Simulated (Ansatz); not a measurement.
Cs3I2⁺, relaxed as a singlet with RKS r2SCAN-D4/def2-SVP in Ansatz, starting from the GFN1-xTB geometry. Force threshold 0.02 eV/Å.

In the def2 sets Cs, I take a core potential; there is no spin–orbit coupling. Another isomer (singlet) lies 0.22 eV lower at PBE0-D4/def2-TZVP; other spin states weren't run for this one.

Start:

Cartesian coordinates in Å:
```
Cs 2.808 -1.037 0.785
Cs -0.077 2.435 0.969
Cs -3.365 -1.988 1.713
I 1.244 1.082 -2.536
I -0.610 -0.491 -0.930
```

Estimate the energy that the relaxation releases and the steps that it takes.

77.6 kcal/mol, in 17 steps; 65 s on 4 threads of Arm Neoverse V1 on a shared host. The force fell under the threshold at step 16, but the optimiser went on. No frequencies were taken in this run, so the end may be a saddle point.

Does the start keep its bonding?

Bonds lost: I4–I5 (atoms count from 1). Metal–metal contacts that move far: Cs2–Cs3 5.56 to 6.92 Å.

Predict the relaxed structure.


```
atom   x (Å)   y (Å)   z (Å)
 Cs1   2.498  -1.508  -0.676
 Cs2  -0.448   2.941  -0.397
 Cs3  -3.773  -2.638   1.990
  I4   2.788   1.944  -1.485
  I5  -1.064  -0.739   0.568
```
Bond lengths (bridged metal pairs left out): 5 × Cs–I 3.56 to 3.85 Å.
